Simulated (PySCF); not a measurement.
Method: delta-SCF UKS SCAN, pcX-2 on the ionised atom, pcseg-1 elsewhere, spin-free X2C in PySCF. Geometries: PBE0-D3(BJ)/def2-SVP; isolated species, one conformer each. Values against the vacuum level.

(1) Order these sites by rising C 1s binding energy.
A. C7 in `[CH2:1]=[C:2]([CH3:3])/[CH:4]=[CH:5]/[C:6]1=[CH:7][C:8]1=[CH2:9]`
B. C6 in `[CH2:1]=[C:2]([CH3:3])[c:4]1[cH:5][cH:6][n:7][cH:8][cH:9]1`
C. C2 in `[CH3:1][C:2](=[O:3])[SiH2:4][SiH3:5]`
D. C1 in `[CH3:1][C:2]1([CH3:3])[CH2:4][CH2:5]1`

Results:

(1) A (290.11 eV), D (290.51 eV), B (291.05 eV), C (292.91 eV).

From the lowest up, the atoms are bonded to: C (double bond), C and H (290.11); C and 3 H (290.51); N (aromatic in the SMILES), C (aromatic in the SMILES) and H (291.05); O (double bond), C and Si (292.91).

2 of these hole states are spin-contaminated (⟨S²⟩ up to 0.86, against 0.75; counted from 0.85) and less certain.
